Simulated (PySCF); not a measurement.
ClSn (SMILES [Cl][Sn+]), charge +1, singlet, at a GFN2-xTB geometry (such geometries of metal compounds can be far from the true shape) (core potentials on Sn); DF-M062X/def2-TZVPD in PySCF.

PySCF was given this input:
```python
from pyscf import gto, scf, dft
import numpy

mol = gto.Mole()
mol.atom = '''
    Sn   -0.000000   -0.000000   -0.582865
    Cl    0.000000    0.000000    1.714309
'''
mol.basis = 'def2-tzvpd'
mol.ecp = {'Sn': 'def2-tzvpd'}
mol.charge = 1
mol.spin = 0
mol.verbose = 4
mol.build()
print('smallest overlap eigenvalue', numpy.linalg.eigvalsh(mol.intor('int1e_ovlp'))[0])

mf = dft.RKS(mol)
mf.xc = 'm062x'
mf = mf.density_fit(auxbasis='def2-universal-jkfit')
mf.kernel()
```

The log (banner, timings and long lists left out):

```
PySCF version 2.14.0

[INPUT] verbose = 4
[INPUT] num. atoms = 2
[INPUT] num. electrons = 38
[INPUT] charge = 1
[INPUT] spin (= nelec alpha-beta = 2S) = 0
[INPUT] symmetry False subgroup None
[INPUT] Mole.unit = angstrom
[INPUT] Symbol           X                Y                Z      unit          X                Y                Z       unit  Magmom
[INPUT]  1 Sn     0.000000000000   0.000000000000  -0.582865000000 AA    0.000000000000   0.000000000000  -1.101455217595 Bohr   0.0
[INPUT]  2 Cl     0.000000000000   0.000000000000   1.714309000000 AA    0.000000000000   0.000000000000   3.239574502877 Bohr   0.0

nuclear repulsion = 86.1546739098039
number of shells = 34
number of NR pGTOs = 169
number of NR cGTOs = 102
basis = def2-tzvpd
ecp = {'Sn': 'def2-tzvpd'}
smallest overlap eigenvalue 0.0014438484211926638

******** <class 'pyscf.df.df_jk.DFRKS'> ********
method = DFRKS
initial guess = minao
damping factor = 0
level_shift factor = 0
DIIS = <class 'pyscf.scf.diis.CDIIS'>
diis_start_cycle = 1
diis_space = 8
diis_damp = 0
SCF conv_tol = 1e-09
SCF conv_tol_grad = None
SCF max_cycles = 50
direct_scf = False
XC library pyscf.dft.libxc version 7.1.2
    S. Lehtola, C. Steigemann, M. J. T. Oliveira, and M. A. L. Marques,  SoftwareX 7, 1–5 (2018)
XC functionals = m062x
    Y. Zhao and D. G. Truhlar,  Theor. Chem. Acc. 120, 215 (2008)
    Y. Zhao and D. G. Truhlar,  Theor. Chem. Acc. 120, 215 (2008)
radial grids:
    Treutler-Ahlrichs [JCP 102, 346 (1995); DOI:10.1063/1.469408] (M4) radial grids

becke partition: Becke, JCP 88, 2547 (1988); DOI:10.1063/1.454033
pruning grids: <function nwchem_prune>
grids dens level: 3
symmetrized grids: False
atomic radii adjust function: <function treutler_atomic_radii_adjust>
small_rho_cutoff = 0
Set gradient conv threshold to 3.16228e-05
Initial guess from minao.
tot grids = 40840
******** <class 'pyscf.df.df.DF'> ********
auxbasis = def2-universal-jkfit
init E= -637.581418617772
  HOMO = -0.713975297437861  LUMO = -0.561892513953991  gap/eV = 4.13838
cycle= 1 E= -673.483569956828  delta_E= -35.9  |g|= 2.09  |ddm|= 30.7
  HOMO = -0.447028096143853  LUMO = -0.186506125322561  gap/eV = 7.08916
cycle= 2 E= -673.706652659774  delta_E= -0.223  |g|= 1.84  |ddm|=  5.8
  HOMO = -0.559435576155069  LUMO = -0.28667322111446  gap/eV = 7.42224
cycle= 3 E= -674.20733967666  delta_E= -0.501  |g|= 0.115  |ddm|= 1.99
  HOMO = -0.590605537361732  LUMO = -0.296478037659063  gap/eV = 8.00362
cycle= 4 E= -674.208431182835  delta_E= -0.00109  |g|= 0.0743  |ddm|= 0.204
  HOMO = -0.585326125494702  LUMO = -0.299378076007068  gap/eV = 7.78104
cycle= 5 E= -674.209660445802  delta_E= -0.00123  |g|= 0.0117  |ddm|= 0.0868
  HOMO = -0.586476757761028  LUMO = -0.298540969098149  gap/eV = 7.83513
cycle= 6 E= -674.20971340778  delta_E= -5.3e-05  |g|= 0.003  |ddm|= 0.0184
  HOMO = -0.586186977115594  LUMO = -0.298553054816932  gap/eV = 7.82692
cycle= 7 E= -674.209717511719  delta_E= -4.1e-06  |g|= 0.0011  |ddm|= 0.00821
  HOMO = -0.586223246037293  LUMO = -0.298650268229036  gap/eV = 7.82526
cycle= 8 E= -674.209717909119  delta_E= -3.97e-07  |g|= 0.000205  |ddm|= 0.00205
  HOMO = -0.586226135297651  LUMO = -0.298653930676099  gap/eV = 7.82524
cycle= 9 E= -674.209717936818  delta_E= -2.77e-08  |g|= 4.04e-05  |ddm|= 0.000634
  HOMO = -0.586219866892425  LUMO = -0.298648122166714  gap/eV = 7.82523
cycle= 10 E= -674.209717937754  delta_E= -9.36e-10  |g|= 1.35e-05  |ddm|= 0.000103
  HOMO = -0.586219514524923  LUMO = -0.298649304947929  gap/eV = 7.82518
Extra cycle  E= -674.209717937781  delta_E= -2.72e-11  |g|= 7.01e-06  |ddm|= 1.6e-05
converged SCF energy = -674.209717937781
```
